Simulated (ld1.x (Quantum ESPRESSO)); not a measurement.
# Transferability test, ultrasoft potential for tellurium (Te)

| Item | Value |
| --- | --- |
| Element | tellurium (Te) |
| Generator | ld1.x (Quantum ESPRESSO) 7.5 |
| Type | ultrasoft |
| Functional | LDA (PZ) |
| Relativity | scalar-relativistic |
| Frozen core | [Kr] 4d10 |
| Valence charge | 6 |
| Reference configuration | 5s2 5p4 |
| Partial waves | 5s (bound): rcut 1.40, rcutus 1.75 bohr; 5s channel at 1.2 Ry: rcut 1.40, rcutus 1.75 bohr; 5p (bound): rcut 2.05, rcutus 2.20 bohr; 5p channel at 1.9 Ry: rcut 2.05, rcutus 2.20 bohr; 5d channel at 0.15 Ry: rcut 1.65, rcutus 2.10 bohr; 5d channel at 1.85 Ry: rcut 1.65, rcutus 2.10 bohr |
| Local potential | all-electron potential smoothed inside 1.95 bohr (lloc = -1) |
| Core correction | Bessel-smoothed model core, default radius (core density twice the valence density) |
| Augmentation charge | built from norm-conserving waves at rcut, not smoothed further |

Energies are relative to the spin-unpolarised reference configuration 5s2 5p4; without spin polarisation the order of configurations can differ from experiment. Spin-polarised rows fill each open shell by Hund’s rule, majority spin first.

| valence configuration | charge | ΔE all-electron (eV) | error AE − PS (meV) |
| --- | --- | --- | --- |
| 5s2 5p3 | +1 | 9.916 | -6.1 |
| 5s2 5p2 | +2 | 28.089 | -31 |
| 5s2 5p1 | +3 | 55.321 | -94 |
| 5s2 5p0 | +4 | 92.227 | -231 |
| 5s2 5p3.5 | +0.5 | 3.985 | -1.7 |
| 5s1 5p4 | +1 | 19.846 | -33 |
| 5s2 5p4 (spin-polarised) | 0 | -0.480 | +1.5 |

What are ΔE and the potential's error for 5s0 5p6?

ΔE = 18.915 eV all-electron; the error (AE − PS) is -77 meV.

What are ΔE and the potential's error for 5s2 5p3 (spin-polarised)?

ΔE = 8.605 eV all-electron; the error (AE − PS) is -3.9 meV.

Levels in the configuration 5s2 5p0:

```json
{"level": "5s", "all-electron (eV)": "-53.773", "pseudo (eV)": "-54.026"}
```

Note: ghost state, extra bound levels that the all-electron valence spectrum of the same l lacks: d at -4.6 eV. A true bound ghost makes a file unfit for plane-wave use.
